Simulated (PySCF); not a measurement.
**Se²⁴⁺: ionisation energy**

Se²⁴⁺ [Ne] (1S) → Se²⁵⁺ [He] 2s2 2p5 (2P), as a difference of total energies. Calculation: PySCF 2.14, in an even-tempered Gaussian basis (18 s from 6.5 bohr⁻², ratio 2.2; 11 p from 8.5 bohr⁻², ratio 2.2; 6 d from 40 bohr⁻², ratio 2.4; 5 f from 60 bohr⁻², ratio 2.4; 5 g from 90 bohr⁻², ratio 2.4); no relativity, point nucleus. Correlated levels: nothing frozen; virtual orbitals above 40 to 60 times the deepest correlated orbital energy dropped. The calculations carry no spin-orbit coupling.

| method | ionisation energy (eV) |
| --- | --- |
| UHF | 2537.1 |
| LDA | 2536.5 |
| PBE | 2536.3 |
| PBE0 | 2537.0 |
| r2SCAN | 2538.5 |
| PW91 | 2537.0 |
| BLYP | 2536.6 |
| MP2 (all electrons) | 2538.7 |
| SCS-MP2 (all electrons) | 2538.6 |

A first-order spin-orbit estimate (lowest level to lowest level, LS coupling) adds -13.138 eV.

All relativistic terms are absent from these numbers, so their closeness to the reference says little about the methods.

For comparison: 2540.7 ± 1.4 eV (semi-empirical (NIST evaluation); NIST Atomic Spectra Database, ionization energies).
